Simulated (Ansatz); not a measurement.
Harmonic vibrations of Au₂O⁺ by finite differences.

```yaml
crystal:
  periodic: [false, false, false]
  atoms:
    - {symbol: Au, position_ang: [0.319896, -1.675066, 0.070815]}
    - {symbol: Au, position_ang: [-0.920695, 1.435267, -0.074412]}
    - {symbol: O, position_ang: [0.600809, 0.239810, 0.003597]}
basis:
  gaussian: {orbitals: def2-TZVP}
total_charge: 1
magnetization: {spin_polarized: true, initial_magnetization: 1}
hamiltonian: {xc: r2scan, dispersion: d4}
scf: {omitted_lower_state_checks: [starts]}
phonons: {temperatures: {t_min: 298.15, t_max: 900, t_step: 200}}
```

```sh
$ ansatz run in.yaml --threads 4 --pin off --events-out ev --progress --plain --max-ram 3916MiB
```

It prints (some lines left out):

```
Functional definition: r2SCAN
mean field -9426.67126112 eV, -346.4237792190 hartree, gradient 2.3e-5 eV, S^2 0.766362; 0 other end points of the search recorded, 0 dependent functions left out
mean field -9426.67121500 eV, -346.4237775241 hartree, gradient 2.8e-6 eV, S^2 0.766253; 0 other end points of the search recorded, 0 dependent functions left out
mean field -9426.67121865 eV, -346.4237776583 hartree, gradient 1.2e-6 eV, S^2 0.766472; 0 other end points of the search recorded, 0 dependent functions left out
mean field -9426.67126029 eV, -346.4237791883 hartree, gradient 1.6e-6 eV, S^2 0.766358; 0 other end points of the search recorded, 0 dependent functions left out
mean field -9426.67126012 eV, -346.4237791822 hartree, gradient 1.6e-6 eV, S^2 0.766366; 0 other end points of the search recorded, 0 dependent functions left out
mean field -9426.67123348 eV, -346.4237782032 hartree, gradient 1.4e-6 eV, S^2 0.766415; 0 other end points of the search recorded, 0 dependent functions left out
mean field -9426.67123211 eV, -346.4237781527 hartree, gradient 1.5e-6 eV, S^2 0.766309; 0 other end points of the search recorded, 0 dependent functions left out
Total energy: -9426.68565019 eV, -346.4243080076 hartree
Atom 0 at     0.319896    -1.675066     0.070815 Å, force     0.000028    -0.000031     0.000002 eV/Å
Atom 1 at    -0.920695     1.435267    -0.074412 Å, force    -0.000002     0.000042    -0.000002 eV/Å
Atom 2 at     0.600809     0.239810     0.003597 Å, force    -0.000026    -0.000010    -0.000000 eV/Å
Dipole moment:    -0.347430    -0.138673    -0.002080 e Å
Vibrations: 57.53 408.50 576.84 cm⁻¹, zero-point energy 0.064650 eV
Checks for a lower state left out: starts
```

It took 7.5 s on 4 threads of Intel Xeon 6975P-C on a shared host.

In the def2 sets Au takes a core potential; there is no spin–orbit coupling. The relaxation made no stability test and no search for a lower SCF solution. The structure comes from a short search, and lower isomers may exist.
